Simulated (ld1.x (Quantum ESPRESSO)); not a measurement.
What one change does to a pseudopotential (arsenic (As), ultrasoft)

```
Element                 : arsenic
Generator               : ld1.x (Quantum ESPRESSO) 7.5
Type                    : ultrasoft
Functional              : PBE
Relativity              : scalar-relativistic
Frozen core             : [Ar] 3d10
Valence charge          : 5
Reference configuration : 4s2 4p3
Partial waves           : 4s (bound): rcut 1.45, rcutus 1.80 bohr; 4s channel at 3.6 Ry: rcut 1.45, rcutus 1.80 bohr; 4p (bound): rcut 1.55, rcutus 1.85 bohr; 4p channel at 2.2 Ry: rcut 1.55, rcutus 1.85 bohr; 4d channel at 0.05 Ry: rcut 1.75, rcutus 1.95 bohr; 4d channel at 1.45 Ry: rcut 1.75, rcutus 1.95 bohr
Local potential         : all-electron potential smoothed inside 1.70 bohr (lloc = -1)
Core correction         : none
Augmentation charge     : PSQ, inside the norm-conserving radii
```

Change: core correction a·sin(br)/r model core inside 0.72 bohr.

Cutoffs: the cutoffs (Ry, on a coarse ladder) from which the occupation-weighted sum of valence levels, in a spherical-Bessel basis at the reference potential, stays within 10 and 1 mRy of its value at 400 Ry; they do not see the model core or the augmentation charge, which bear on the density cutoff. Errors are all-electron minus pseudo energies relative to the spin-unpolarised reference configuration.

Task: Predict the effect on cutoff, ghosts and configuration errors.

Result: The potential gets neither clearly harder nor softer (10 Ry and 18 Ry → 10 Ry and 18 Ry); of the 7 tests that both files solve, the error grows in 4 and shrinks in 1 by more than 15 % and 0.3 meV (median size 12.5 → 22.1 meV); neither file shows a bound ghost. A model core, the more so a compact one, raises the density cutoff, which this test does not measure.

```csv
quantity,base,changed
"cutoff, loose",10 Ry,10 Ry
"cutoff, tight",18 Ry,18 Ry
bound ghosts,none,none
"error for 4s2 4p2, meV [ΔE 9.15 eV]",-4.4,-5.0
"error for 4s2 4p1, meV [ΔE 27.07 eV]",-24,-35
"error for 4s2 4p0, meV [ΔE 54.77 eV]",-50,-134
"error for 4s1 4p3, meV [ΔE 19.26 eV]",+1.8,-22
"error for 4s1 4p4, meV [ΔE 9.42 eV]",+13,-7.7
"error for 4s2 4p3.3, meV [ΔE -1.23 eV]",+0.1,+0.1
"error for 4s1 4p0, meV [ΔE 105.42 eV]",+22,-470
s: phases at 2.14 bohr within 0.05 rad from the reference energy up to (Ry; the scan ends near 5),to the end of the scan,to the end of the scan
p: phases at 2.14 bohr within 0.05 rad from the reference energy up to (Ry; the scan ends near 5),to the end of the scan,to the end of the scan
d: phases at 2.14 bohr within 0.05 rad from the reference energy up to (Ry; the scan ends near 5),to the end of the scan,to the end of the scan
lowest overlap eigenvalue by channel,"s 0.50, p 0.61, d 0.93","s 0.50, p 0.61, d 0.93"
```
